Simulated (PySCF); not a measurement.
C3H8Si2, SMILES C=C1C[SiH2][SiH2]1. Geometry optimised at B3LYP-D3(BJ)/def2-SVP. This is a generated structure with no PubChem entry under its InChIKey; it may be hypothetical.

Q: Give the equilibrium geometry at B3LYP-D3(BJ)/def2-SVP (PySCF confirms it by a frequency run) as bond lengths and angles. (The exact figures need the calculation; the answer reports its results.)

A: 
Atoms: C1 C2 C3 Si4 Si5 H6 H7 H8 H9 H10 H11 H12 H13. Bond lengths (Å): C1–C2 1.339, C1–H6 1.095, C1–H7 1.097, C2–C3 1.529, C2–Si5 1.907, C3–Si4 1.931, C3–H8 1.102, C3–H9 1.106, Si4–Si5 2.350, Si4–H10 1.492, Si4–H11 1.493, Si5–H12 1.491, Si5–H13 1.495. Bond angles (°): C2–C1–H6 121.8, C2–C1–H7 121.7, H6–C1–H7 116.5, C1–C2–C3 125.9, C1–C2–Si5 130.1, C3–C2–Si5 102.4, C2–C3–Si4 97.1, C2–C3–H8 114.6, C2–C3–H9 110.4, Si4–C3–H8 119.0, Si4–C3–H9 107.4, H8–C3–H9 107.8, C3–Si4–Si5 77.1, C3–Si4–H10 112.0, C3–Si4–H11 116.7, Si5–Si4–H10 113.9, Si5–Si4–H11 124.0, H10–Si4–H11 109.6, C2–Si5–Si4 74.7, C2–Si5–H12 116.9, C2–Si5–H13 113.2, Si4–Si5–H12 125.0, Si4–Si5–H13 114.1, H12–Si5–H13 109.1.
Charge 0, spin multiplicity 1.
